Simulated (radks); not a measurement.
Problem. The mean radii <r> (bohr) of the occupied orbitals of an atom or ion are listed with their occupations. All-electron calculation, scalar-relativistic Kohn-Sham, SCAN, spin-polarised, spherical densities, finite nucleus; meta-GGA in the generalised Kohn-Sham scheme; Fermi nuclear charge, rms radius of each element as measured or else 0.836 A^(1/3) + 0.57 fm. Program: a radial shooting solver on a logarithmic mesh with Libxc functionals.

orbital  occ.      <r>
1s up       1  0.01687
1s down     1  0.01687
2s up       1  0.07110
2s down     1  0.07110
2p up       3  0.06424
2p down     3  0.06424
3s up       1   0.1837
3s down     1   0.1837
3p up       3   0.1850
3p down     3   0.1850
3d up       5   0.1678
3d down     5   0.1678
4s down     1   0.4069
4s up       1   0.4069
4p down     3   0.4331
4p up       3   0.4331
4d up       5   0.4583
4d down     5   0.4583
5s down     1   0.9298
5s up       1   0.9284
4f up       7   0.4987
4f down     7   0.4987
5p down     3    1.073
5p up       3    1.073
5d up       5    1.635
5d down     5    1.593
6s up       1    2.816

Name the element and its charge. Open shells, if any, are filled with parallel spins first.

Solution. Z = 79, gold, charge 0: Au in [Xe] 4f14 5d10 6s1. The 1s radius gives Z: for a bare nucleus <r> = (2 gamma + 1)/(2Z) with gamma = sqrt(1 - (Z/c)^2), 0.01667 bohr for Z = 79, and screening makes it slightly larger (0.01687 here). The occupations add up to 79, and the charge is Z minus that.
